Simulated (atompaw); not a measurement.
## An all-electron radial function and its pseudo partner (As)

Columns: radius, all-electron u(r) and pseudo u(r) of the 4p shell (level -17.90 eV) of arsenic in the configuration [Ar] 3d10 4s2 4p1.5; PBEsol, scalar-relativistic, PAW (atompaw) scheme, atompaw 4.2.0.5.

| r (bohr) | all-electron | pseudo |
| --- | --- | --- |
| 0.083 | 0.1870 | 0.0052 |
| 0.165 | 0.1239 | 0.0204 |
| 0.248 | -0.0804 | 0.0454 |
| 0.331 | -0.2465 | 0.0793 |
| 0.413 | -0.3212 | 0.1203 |
| 0.496 | -0.3147 | 0.1683 |
| 0.579 | -0.2509 | 0.2211 |
| 0.662 | -0.1538 | 0.2772 |
| 0.744 | -0.0427 | 0.3342 |
| 0.827 | 0.0732 | 0.3920 |
| 0.910 | 0.1852 | 0.4482 |
| 0.992 | 0.2875 | 0.5009 |
| 1.075 | 0.3803 | 0.5503 |
| 1.158 | 0.4615 | 0.5948 |
| 1.240 | 0.5300 | 0.6332 |
| 1.323 | 0.5880 | 0.6662 |
| 1.406 | 0.6351 | 0.6931 |
| 1.488 | 0.6718 | 0.7137 |
| 1.571 | 0.6998 | 0.7288 |
| 1.654 | 0.7195 | 0.7385 |
| 1.737 | 0.7318 | 0.7434 |
| 1.819 | 0.7375 | 0.7438 |
| 1.902 | 0.7376 | 0.7404 |
| 1.985 | 0.7326 | 0.7335 |
| 2.067 | 0.7235 | 0.7236 |
| 2.150 | 0.7106 | 0.7106 |

How many radial nodes do the two functions have?

The all-electron 4p function has n − l − 1 = 2; the pseudo-wave has 0, since the states of the same l below it are removed with the core.

Where does each function peak?

Outermost all-electron maximum near 1.90 bohr, pseudo maximum near 1.82 bohr (to the table’s step).

Is the pseudo-wave norm-conserving?

No, it belongs to a PAW set: the norm inside the radius is not constrained, and the difference is carried by the augmentation charge.
